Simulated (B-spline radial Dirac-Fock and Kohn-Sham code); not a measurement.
**Two-hole binding energies of Pb⁶⁷⁺**

System: the Pb⁶⁷⁺ ion, configuration [Ne] 3s2 3p3.

Method: Dirac-Fock energy differences between relaxed states, corrected for Breit and QED terms. Computed with a radial B-spline solver. U is the two-hole binding energy less the two single-hole energies, the effective repulsion of the holes after relaxation. Each two-hole energy is an average over J within one jj subconfiguration.

```
       holes  E(a) (eV)  E(b) (eV)  E(ab) (eV)  U (eV)
        1s⁻²    93851.6    93851.6    189474.8  1771.6
1s⁻¹ 2p3/2⁻¹    93851.6    18617.9           ?       ?
        2s⁻²    21442.1    21442.1     43249.9   365.7
2s⁻¹ 2p3/2⁻¹    21442.1    18617.9     40393.7   333.7
2p3/2⁻¹ 3s⁻¹    18617.9     8590.3     27398.9   190.6
```

**Question.** Give the missing two-hole energy and U.

**Answer.** E(ab) = 112972.0 eV and U = 502.4 eV.
